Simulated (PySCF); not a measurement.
CHS, SMILES [CH][S] (connectivity only; charge and spin as stated), neutral, multiplicity 2.

The structure is a stationary point at PBE-D3(BJ)/def2-TZVPD.

Method: PBE-D3(BJ)/def2-TZVPD (PySCF).

Frequencies are harmonic and unscaled.

Q: Give all harmonic wavenumbers and intensities. (The exact figures need the calculation; the answer reports its results.)

A: 
```csv
mode,ν (cm⁻¹),IR (km/mol),moving atoms (share of kinetic energy)
1,797,67.1,"H 84 %, C 14 %"
2,1181,8.3,"C 67 %, S 29 %"
3,3026,9.5,"H 91 %, C 9 %"
```
